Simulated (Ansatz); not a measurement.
Program: Ansatz. Geometries: PBE0-D4/def2-TZVP. ΔE: electronic, gas phase. CCSD(T)/CBS is the MP2 limit (def2-TZVPP, def2-QZVPP) plus CCSD(T) − MP2 in def2-TZVPP, frozen cores. DFT in def2-TZVPP. One conformer a species, not always the lowest.

`CC1(F)[SiH2]S1` → `F/C(S)=C\[SiH3]`  (isomerisation)

```
 level  ΔE (kJ/mol)
B2PLYP         57.6
r2SCAN         69.1
```

(1) What does CCSD(T)/CBS give? (Estimate.)

Largest T1 diagnostic among the species: 0.013.

Results:

(1) Ansatz gave: +67.7 kJ/mol. The listed levels differ from it by -10.1, 1.4 kJ/mol.

From PBE to PBE0 (25 % exact exchange), in def2-TZVPP and without D4, ΔE moves by +3.9 kJ/mol. In def2-TZVPP, CCSD(T) changes the Hartree–Fock value by +22.4 kJ/mol (the triples alone add +2.4 kJ/mol) and MP2 by +33.7 kJ/mol. The D4 term adds +3.0 kJ/mol with B3LYP and +1.4 kJ/mol with PBE0; it sums over pairs of atoms, weighted by their polarisabilities, and B3LYP, whose exchange is more repulsive, gets the larger term.

B3LYP here is the variant with VWN-RPA as its local correlation; programs differ in this.
